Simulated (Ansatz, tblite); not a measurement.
Forces on BPH3F3 (relaxed from a model of B(PH3)F3, whose bonding it doesn't keep) at its PBE-D4/def2-SVP geometry. Total charge 0; singlet.

The xTB rows come from tblite. In the singlet geometry the species has come apart into loosely held pieces.

GFN1-xTB (tblite), largest force 0.86 eV/Å:

```xyz
8
positions Å, forces eV/Å
B    -1.411    0.688    0.415    0.183   -0.100   -0.050
F    -2.091    0.149   -0.597    0.331    0.200    0.404
F    -0.952    1.935    0.304   -0.138   -0.533    0.030
F    -1.461    0.114    1.617    0.070    0.214   -0.513
P     0.988   -0.485   -0.289    0.327   -0.151   -0.101
H     1.606   -0.212   -1.554   -0.234   -0.262    0.779
H     1.139   -1.909   -0.379    0.073    0.850    0.008
H     2.181   -0.279    0.481   -0.612   -0.218   -0.556
```

GFN2-xTB (tblite), largest force 1.03 eV/Å:

```
B 0.026 -0.023 -0.004
F 0.502 0.426 0.783
F -0.372 -0.940 0.090
F 0.017 0.453 -0.919
P 0.724 -0.345 -0.217
H -0.277 -0.220 0.750
H 0.013 0.827 0.024
H -0.632 -0.179 -0.507
```

PBE-D4/def2-TZVP (Ansatz), largest force 0.33 eV/Å:

```
B 0.036 -0.032 -0.004
F -0.089 -0.037 -0.090
F 0.021 0.139 -0.005
F -0.030 -0.040 0.119
P 0.285 -0.133 -0.086
H -0.069 -0.042 0.162
H -0.008 0.179 0.009
H -0.145 -0.033 -0.104
```
